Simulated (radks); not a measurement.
Results of a calculation; reference values are marked as such.
Q: Species: neutral caesium. Configuration: [Xe] 6s1. Code: a radial shooting solver on a logarithmic mesh with Libxc functionals. Model: non-relativistic Kohn-Sham, exchange-only PBE, spin-polarised, spherical densities, point nucleus; open shells are filled with parallel spins first (spin-orbit coupling, left out, can overturn this in heavy ions); relativity is left out, which matters for an element this heavy. Some entries of the table are withheld. Estimate them.

orbital,occ.,eigenvalue (Ry),<1/r> (bohr^-1),<r^2> (bohr^2)
1s up,1,-2516.056,54.47,0.001021
1s down,1,-2516.056,54.47,0.001021
2s up,1,-384.1945,12.53,0.01653
2s down,1,-384.1943,12.53,0.01653
2p up,3,-362.0413,12.55,0.01238
2p down,3,-362.0412,12.55,0.01238
3s up,1,-79.68666,4.603,0.1119
3s down,1,-79.68648,4.603,0.1119
3p up,3,-70.26286,4.532,0.1065
3p down,3,-70.26268,4.532,0.1065
3d up,5,-52.72903,4.407,0.08853
3d down,5,-52.72888,4.407,0.08853
4s up,1,-14.85835,1.910,0.5924
4s down,1,-14.85794,1.910,0.5924
4p up,3,-11.46596,1.813,0.6436
4p down,3,-11.46550,1.813,0.6436
4d up,5,(1),1.589,0.8052
4d down,5,(2),1.589,0.8051
5s up,1,-1.74519,0.7171,3.738
5s down,1,-1.74215,0.7182,3.721
5p up,3,-0.93096,0.6104,5.182
5p down,3,-0.92458,0.6137,5.100
6s up,1,-0.14347,0.2059,41.48

A: 
(1) 4d up eigenvalue (Ry): -5.60357
(2) 4d down eigenvalue (Ry): -5.60292
